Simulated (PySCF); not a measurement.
System: sum formula HSiOCl₂, charge 0, multiplicity 2. It need not be the lowest isomer of its formula. SMILES: [O][SiH](Cl)Cl
Geometry from a B3LYP-D3(BJ)/def2-TZVP (Ansatz) optimisation:
```
Si
O 1 1.6497
H 1 1.4750 2 101.21
Cl 1 2.0399 3 111.43 2 119.38
Cl 1 2.0399 3 111.43 2 -119.38
```
Charge 0, spin multiplicity 2.

Dispersion corrections to the total energy (kcal/mol) from the dftd3 and dftd4 libraries through PySCF: D3(BJ) without and D4 with the three-body term, each with the damping fitted for the functional named.

```tsv
functional	D3(BJ)	D4
B3LYP	-6.10	-5.70
PBE	-3.15	-3.45
HF	-25.83	-11.47
BHLYP	-5.24	-4.78
TPSS	-4.16	?
CAM-B3LYP	?	-3.01
TPSSh	-3.88	?
```

What belongs in the gaps?


- TPSS, D4: -4.66
- CAM-B3LYP, D3(BJ): -2.87
- TPSSh, D4: -4.20
